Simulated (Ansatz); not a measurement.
Reactions of C2H10SiSn, SMILES `[CH3][SnH2][CH2][SiH3]`.

Computed with Ansatz on PBE0-D4/def2-TZVP structures; ΔE is electronic, products minus reactants. CCSD(T)/CBS is the MP2 limit (def2-TZVPP, def2-QZVPP) plus CCSD(T) − MP2 in def2-TZVPP, frozen cores. This one scheme is used for every species. def2 core potentials past Kr. For Ga, Sn outer-core shells are correlated without core-valence functions, which leaves a few kJ/mol of doubt a bond. Scalar relativity is left out up to krypton. One conformer a species, not always the lowest.

```
                                                                                       reaction  CCSD(T)/CBS(def2) (kJ/mol)
                                  `[CH3][SnH2][CH2][SiH3]` + H–F → `[CH3][SnH2][F]` + `C[SiH3]`                         -67
                            `[CH3][SnH2][CH2][SiH3]` + `CBF` → `FBC[SiH3]` + `[CH3][SnH2][CH3]`                           ?
                     `[CH3][SnH2][CH2][SiH3]` + `[SH][GaH2]` → `[CH3][SnH2][GaH2]` + `[SiH3]CS`                           ?
                                                `[CH3][SnH2][CH2][SiH3]` → `C[CH2][SnH2][SiH3]`                           ?
                        `[CH3][SnH2][CH2][SiH3]` + `OC(O)=S` → `OC(=S)OC[SiH3]` + `[CH3][SnH3]`                         102
                          `[CH3][SnH2][CH2][SiH3]` + `N=C=O` → `[CH3][SnH2][N]=C=O` + `C[SiH3]`                         -65
                                       `[CH3][SnH2][CH2][SiH3]` → `[CH3][SnH2][CH3]` + `[SiH2]`                         243
                                      `[CH3][SnH2][CH2][SiH3]` + H₂ → `[CH3][SnH2][CH3]` + SiH₄                         -13
`[CH3][SnH2][CH2][SiH3]` + `C=C(F)[SiH2][AlH2]` → `C=[C](F)[SnH2][CH3]` + `[AlH2][SiH2]C[SiH3]`                          -3
        `[CH3][SnH2][CH2][SiH3]` + `O[SiH2][AlH2]` → `[AlH2][SiH2]O[SiH3]` + `[CH3][SnH2][CH3]`                         -96
```

(1) Fill in the missing values. (Best estimate.)

Largest T1 diagnostic: 0.018, for `N=C=O`.

## Answers

(1) The calculation gave: `[CH3][SnH2][CH2][SiH3]` + `CBF` → `FBC[SiH3]` + `[CH3][SnH2][CH3]`: -0.6 kJ/mol; `[CH3][SnH2][CH2][SiH3]` + `[SH][GaH2]` → `[CH3][SnH2][GaH2]` + `[SiH3]CS`: +105.7 kJ/mol; `[CH3][SnH2][CH2][SiH3]` → `C[CH2][SnH2][SiH3]`: +16.5 kJ/mol.
